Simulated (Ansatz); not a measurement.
C5H9NO, charge +1, doublet (typed; the unrestricted solution is spin-contaminated), at a GFN2-xTB geometry (a state made from the parent by changing its charge; the spin is typed, not shown lowest); Ansatz (a first-principles code) with CCSD(T)/STO-3G.

Input for Ansatz:
Ansatz 0.2 input:
```yaml
crystal:
  periodic: [false, false, false]
  atoms:
    - {symbol: C, position_ang: [2.08290251, -0.15773836, 0.01506926]}
    - {symbol: N, position_ang: [0.71310419, 0.16101625, -0.05748051]}
    - {symbol: C, position_ang: [0.15602674, 1.20233856, -0.82941083]}
    - {symbol: C, position_ang: [-1.35453176, 0.98002381, -0.83561479]}
    - {symbol: C, position_ang: [-1.60167369, -0.11405323, 0.19573197]}
    - {symbol: C, position_ang: [-0.25587254, -0.68109197, 0.53584027]}
    - {symbol: O, position_ang: [0.04927917, -1.63159654, 1.18746586]}
    - {symbol: H, position_ang: [2.70299919, 0.73037302, -0.11236168]}
    - {symbol: H, position_ang: [2.37245598, -0.87291823, -0.77098774]}
    - {symbol: H, position_ang: [2.27762806, -0.66757728, 0.96513872]}
    - {symbol: H, position_ang: [0.59395564, 1.24007247, -1.83703516]}
    - {symbol: H, position_ang: [0.41594103, 2.17568508, -0.37720793]}
    - {symbol: H, position_ang: [-1.90850096, 1.89099173, -0.60556424]}
    - {symbol: H, position_ang: [-1.68257862, 0.66808200, -1.83045620]}
    - {symbol: H, position_ang: [-2.03019542, 0.27501777, 1.12557977]}
    - {symbol: H, position_ang: [-2.28877504, -0.89094107, -0.14416402]}
basis:
  gaussian:
    orbitals: STO-3G
total_charge: 1
magnetization: {spin_polarized: true, initial_magnetization: 1}
correlation: {method: ccsd_t}
```

**Question.** What does Ansatz print? Leave out banner, timings and long lists.

**Answer.** 
```
Functional definition: HF
628 factors; integrals over basis functions are off by at most 4.9e-5 eV
mean field evaluation 1: about -8692.0603 eV, gradient 2.7e1 eV
mean field evaluation 2: about -8692.4816 eV, gradient 2.7e1 eV
mean field evaluation 4: about -8698.2751 eV, gradient 4.2e0 eV
mean field evaluation 8: about -8698.9734 eV, gradient 6.2e-1 eV
mean field evaluation 16: about -8698.6146 eV, gradient 2.2e0 eV
mean field evaluation 32: about -8693.6877 eV, gradient 2.2e1 eV
mean field evaluation 64: about -8698.3412 eV, gradient 6.6e-2 eV
mean field -8698.99225706 eV, -319.6820690581 hartree, gradient 2.5e-6 eV, S^2 1.026724; 5 other end points of the search recorded, 0 dependent functions left out
determinant -8698.99225706 eV, -319.6820690581 hartree, with singles and doubles -8710.74733602 eV, -320.1140602420 hartree
determinant -8698.34204414 eV, -319.6581741743 hartree, with singles and doubles -8710.03910958 eV, -320.0880334004 hartree
determinant -8698.28947472 eV, -319.6562422834 hartree, with singles and doubles -8710.18804341 eV, -320.0935066177 hartree
7 core orbitals not correlated
reference -8698.99225706 eV, -319.6820690581 hartree; 20, 19 occupied and 17, 18 virtual orbitals, 628 factors
second order -8.79171041 eV of doubles, -0.00000000 eV of singles
cycle   1  -11.75792525 eV  change   -2.8e-3 eV  update   3.2e-3
cycle   2  -11.75976859 eV  change   -1.8e-3 eV  update   2.5e-3
cycle   3  -11.76148115 eV  change   -1.7e-3 eV  update   1.8e-3
cycle   4  -11.76212497 eV  change   -6.4e-4 eV  update   1.3e-3
cycle   5  -11.76377005 eV  change   -1.6e-3 eV  update   9.7e-4
cycle   6  -11.76622926 eV  change   -2.5e-3 eV  update   8.1e-4
cycle   7  -11.76544376 eV  change    7.9e-4 eV  update   6.3e-4
cycle   8  -11.76342153 eV  change    2.0e-3 eV  update   3.7e-4
cycle   9  -11.76356095 eV  change   -1.4e-4 eV  update   1.4e-4
cycle  10  -11.76392183 eV  change   -3.6e-4 eV  update   7.6e-5
cycle  11  -11.76415314 eV  change   -2.3e-4 eV  update   3.7e-5
cycle  12  -11.76420618 eV  change   -5.3e-5 eV  update   1.8e-5
cycle  13  -11.76420672 eV  change   -5.4e-7 eV  update   6.1e-6
perturbative correction -0.17366031 eV, -0.0063818986 hartree
Total energy: -8710.93012408 eV, -320.1207775794 hartree
```
